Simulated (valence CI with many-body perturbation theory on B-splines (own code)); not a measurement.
## Ni⁴⁺: E2, M1 decay

Computed by valence CI with perturbative core correlation (CI+MBPT): six valence electrons over a frozen Dirac-Fock core [Ar], a basis of 7 s, 7 p, 8 d, 6 f, 4 g, 1 h functions for each j, with the one-electron correlation potential Σ1 (screened to all orders), the two-electron term Σ2, the three-electron term Σ3, Breit, model QED; selected single and double excitations, second order for the rest, scaled by the run's own slope (own B-spline code, finite nucleus).

Against 30 measured levels this calculation errs by 540 cm⁻¹ on average and by 1815 at most. Among the levels kept, up to 800 cm⁻¹ of a level comes from second order outside the variational space, and about a tenth of that is noise between levels of different J, which matters for small intervals. Only levels of the ground parity were solved; by the run's estimate the other parity begins above the list, which can be wrong where configurations are misplaced.

Lines 1 to 50 of 115 in falling wavelength, among levels below 69665 cm⁻¹, chosen from the decays that carry over 1 % of a level's rate. Wavelengths and rates use the calculated energies, so an error of 500 cm⁻¹ moves a line at 16650 Å by 8.3 % and its rate by three times that or more. Electric multipoles are in the length gauge, E1 and E2 with the static RPA response of the core. S is in atomic units (e²a₀⁴ for E2 and M2, e²a₀⁶ for E3), for M1 in squared Bohr magnetons. Weak lines are less certain than strong ones. Lines between different terms over intervals too small for the method are left out, as are lines whose strength nearly cancels and 5 of this kind that miss the measured wavelength by over 7 %. The highest levels of a list are the least certain.

Letters in brackets count levels of one name in rising energy.

| λ vac (Å) | λ from measured levels | Upper | Lower | Type | A (s⁻¹) | S (a.u.) |
| --- | --- | --- | --- | --- | --- | --- |
| 3.462e+05 | 3.564e+05 | 3d6 3H_4 | 3d6 3H_5 | M1 | 7.57e-04 | 1.05e+01 |
| 2.600e+05 | 2.621e+05 | 3d6 5D_1 | 3d6 5D_2 | M1 | 5.38e-03 | 1.05e+01 |
| 2.209e+05 | 2.141e+05 | 3d6 3H_5 | 3d6 3H_6 | M1 | 2.40e-03 | 1.06e+01 |
| 1.674e+05 | 1.666e+05 | 3d6 5D_2 | 3d6 5D_3 | M1 | 1.38e-02 | 1.20e+01 |
| 1.281e+05 | 1.242e+05 | 3d6 3G_4 | 3d6 3G_5 | M1 | 1.19e-02 | 8.38e+00 |
| 1.161e+05 | 1.124e+05 | 3d6 5D_3 | 3d6 5D_4 | M1 | 2.22e-02 | 9.03e+00 |
| 1.047e+05 | 1.061e+05 | 3d6 3P_0 [a] | 3d6 3P_1 [a] | M1 | 4.66e-02 | 1.98e+00 |
| 40420 | 39300 | 3d6 3P_1 [a] | 3d6 3P_2 [a] | M1 | 3.44e-01 | 2.53e+00 |
| 16650 | 17610 | 3d6 3G_5 | 3d6 3H_5 | M1 | 1.20e-01 | 2.25e-01 |
| 15480 | 16270 | 3d6 3G_5 | 3d6 3H_6 | M1 | 1.80e-01 | 2.72e-01 |
| 15390 | 16120 | 3d6 3G_4 | 3d6 3H_4 | M1 | 8.58e-02 | 1.04e-01 |
| 14600 | 15250 | 3d6 3G_3 | 3d6 3H_4 | M1 | 1.87e-01 | 1.51e-01 |
| 14500 | 14950 | 3d6 1D_2 | 3d6 3D_3 | M1 | 1.66e-01 | 9.38e-02 |
| 14130 | 14480 | 3d6 1D_2 | 3d6 3D_1 | M1 | 1.69e-01 | 8.83e-02 |
| 13990 | 14330 | 3d6 1D_2 | 3d6 3D_2 | M1 | 3.09e-02 | 1.57e-02 |
| 9339 | 9339 | 3d6 3F_2 [b] | 3d6 1F_3 | M1 | 5.41e-01 | 8.17e-02 |
| 9287 | 9264 | 3d6 3F_4 [b] | 3d6 1F_3 | M1 | 3.10e-01 | 8.28e-02 |
| 8717 | 8291 | 3d6 3D_1 | 3d6 3P_0 [a] | M1 | 6.83e-02 | 5.03e-03 |
| 8285 | 8295 | 3d6 3D_2 | 3d6 3F_3 [a] | M1 | 1.76e-02 | 1.86e-03 |
| 8175 | 7913 | 3d6 1G_4 | 3d6 3F_3 [a] | M1 | 4.58e-01 | 8.35e-02 |
| 8117 | 8098 | 3d6 3D_3 | 3d6 3F_3 [a] | M1 | 2.79e-02 | 3.87e-03 |
| 8047 | 7690 | 3d6 3D_1 | 3d6 3P_1 [a] | M1 | 2.70e-01 | 1.57e-02 |
| 7869 | 7643 | 3d6 1G_4 | 3d6 3F_4 [a] | M1 | 9.67e-01 | 1.57e-01 |
| 7814 | 7815 | 3d6 3D_3 | 3d6 3F_4 [a] | M1 | 3.86e-02 | 4.78e-03 |
| 7659 | 7313 | 3d6 1I_6 | 3d6 3H_5 | M1 | 2.44e-01 | 5.28e-02 |
| 7402 | 7072 | 3d6 1I_6 | 3d6 3H_6 | M1 | 3.86e-01 | 7.54e-02 |
| 6775 | 6969 | 3d6 1G_4 | 3d6 3H_4 | M1 | 3.13e-01 | 3.25e-02 |
| 6743 | 6462 | 3d6 3D_2 | 3d6 3P_2 [a] | M1 | 2.60e-01 | 1.48e-02 |
| 6711 | 6432 | 3d6 3D_1 | 3d6 3P_2 [a] | M1 | 6.09e-02 | 2.05e-03 |
| 6645 | 6835 | 3d6 1G_4 | 3d6 3H_5 | M1 | 8.88e-01 | 8.69e-02 |
| 6631 | 6342 | 3d6 3D_3 | 3d6 3P_2 [a] | M1 | 2.30e-01 | 1.74e-02 |
| 6388 | 6248 | 3d6 1F_3 | 3d6 3D_3 | M1 | 2.68e-01 | 1.81e-02 |
| 6288 | 6136 | 3d6 1F_3 | 3d6 3D_2 | M1 | 1.60e-01 | 1.03e-02 |
| 5306 | 5280 | 3d6 3P_1 [b] | 3d6 1D_2 | M1 | 2.76e-01 | 4.59e-03 |
| 5302 | 5345 | 3d6 1D_2 | 3d6 3F_2 [a] | M1 | 6.07e-01 | 1.68e-02 |
| 5268 | 5263 | 3d6 1S_0 | 3d6 3P_1 [a] | M1 | 5.69e+00 | 3.08e-02 |
| 5204 | 5253 | 3d6 1D_2 | 3d6 3F_3 [a] | M1 | 1.09e+00 | 2.85e-02 |
| 5164 | 5038 | 3d6 3P_1 [b] | 3d6 1S_0 | M1 | 4.26e-01 | 6.52e-03 |
| 5127 | 5023 | 3d6 1D_2 | 3d6 3P_1 [a] | M1 | 1.41e-01 | 3.52e-03 |
| 4550 | 4454 | 3d6 1D_2 | 3d6 3P_2 [a] | M1 | 3.79e-01 | 6.61e-03 |
| 4227 | 4254 | 3d6 1F_3 | 3d6 3G_3 | M1 | 2.25e-01 | 4.41e-03 |
| 4166 | 4191 | 3d6 1F_3 | 3d6 3G_4 | M1 | 4.58e-01 | 8.59e-03 |
| 4066 | 4118 | 3d6 3P_2 [a] | 3d6 5D_1 | M1 | 2.21e-01 | 2.75e-03 |
| 3971 | 3994 | 3d6 3P_0 [b] | 3d6 3D_1 | M1 | 3.18e-01 | 7.38e-04 |
| 3960 | 3982 | 3d6 3P_0 [b] | 3d6 3D_2 | E2 | 5.44e-01 | 4.73e-01 |
| 3910 | 3958 | 3d6 3P_2 [a] | 3d6 5D_3 | M1 | 2.11e+00 | 2.33e-02 |
| 3885 | 3902 | 3d6 3P_1 [b] | 3d6 3D_3 | E2 | 3.11e-01 | 7.36e-01 |
| 3875 | 3708 | 3d6 3H_4 | 3d6 5D_3 | M1 | 7.47e-03 | 1.45e-04 |
| 3858 | 3869 | 3d6 3P_1 [b] | 3d6 3D_1 | M1 | 3.36e-01 | 2.15e-03 |
| 3858 | 3869 | 3d6 3P_1 [b] | 3d6 3D_1 | E2 | 2.75e-01 | 6.28e-01 |
